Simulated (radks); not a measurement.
Values are calculated unless marked as measured or tabulated.
Problem. The mean radii <r> (bohr) of the occupied orbitals of an atom or ion are listed with their occupations. Level of theory: Dirac Kohn-Sham, PBE, spin-unpolarised, spherical densities, finite nucleus; Fermi nuclear charge, rms radius of each element as measured or else 0.836 A^(1/3) + 0.57 fm (a radial shooting solver on a logarithmic mesh with Libxc functionals).

| orbital | occ. | <r> |
|---|---|---|
| 1s1/2 | 2 | 0.02151 |
| 2s1/2 | 2 | 0.09096 |
| 2p1/2 | 2 | 0.07589 |
| 2p3/2 | 4 | 0.08284 |
| 3s1/2 | 2 | 0.2389 |
| 3p1/2 | 2 | 0.2286 |
| 3p3/2 | 4 | 0.2418 |
| 3d3/2 | 4 | 0.2141 |
| 3d5/2 | 6 | 0.2182 |
| 4s1/2 | 2 | 0.5415 |
| 4p1/2 | 2 | 0.5529 |
| 4p3/2 | 4 | 0.5830 |
| 4d3/2 | 4 | 0.6179 |
| 4d5/2 | 6 | 0.6287 |
| 5s1/2 | 2 | 1.327 |
| 5p1/2 | 2 | 1.494 |
| 5p3/2 | 4 | 1.593 |
| 4f5/2 | 6 | 0.8869 |
| 4f7/2 | 3 | 0.9047 |

Name the element and its charge. Open shells, if any, fill j = l - 1/2 first.

Solution. Z = 65, terbium, charge +2: Tb2+ in [Xe] 4f9. The 1s radius gives Z: for a bare nucleus <r> = (2 gamma + 1)/(2Z) with gamma = sqrt(1 - (Z/c)^2), 0.02124 bohr for Z = 65, and screening makes it slightly larger (0.02151 here). The occupations add up to 63, and the charge is Z minus that.
